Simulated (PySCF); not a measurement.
CH3S, doublet, at a GFN2-xTB geometry. Base run: M06/def2-SVP (PySCF).

Geometry (Å):
```xyz
5

C      0.0813     1.1220    -0.1255
S     -0.0729    -0.5620     0.1331
H      0.8018    -0.9578    -0.7948
H     -0.5328     1.7392     0.4979
H      0.4096     1.4790    -1.0796
```
Charge 0, spin multiplicity 2.
Orbitals are unrestricted.
All else is at PySCF's defaults.
Base energy -437.82835 Eh.

The base run was repeated with changes; each row names its change, and settings that it needs were set with it.

```
change                               ΔE vs base (µEh)  grid points  electrons on the grid
-----------------------------------  ----------------  -----------  ---------------------
base                                              0.0        62424               25.00000
grids.radi_method = gauss_chebyshev              33.3        61168               25.00000
grids.atom_grid = (99, 590)                      33.5       160848               25.00000
grids.atom_grid = (75, 302)                      -3.6        72288               25.00000
grids.level = 0                                 -1245         4576               24.99068
grids.level = 4                                  34.5       104424               25.00000
grids.atom_grid = (150, 974)                     35.8       401584               25.00000
grids.level = 7                                  36.0       322360               25.00000
grids.atom_grid = (30, 110)                      8323        12288               25.00009
grids.prune = off                                 0.6       102672               25.00000
grids.atom_grid = (50, 194)                       829        32856               24.99999
```

Open shells are given as the SCF converged; they aren't shown to be the lowest states, and a large step between rows can be another state.
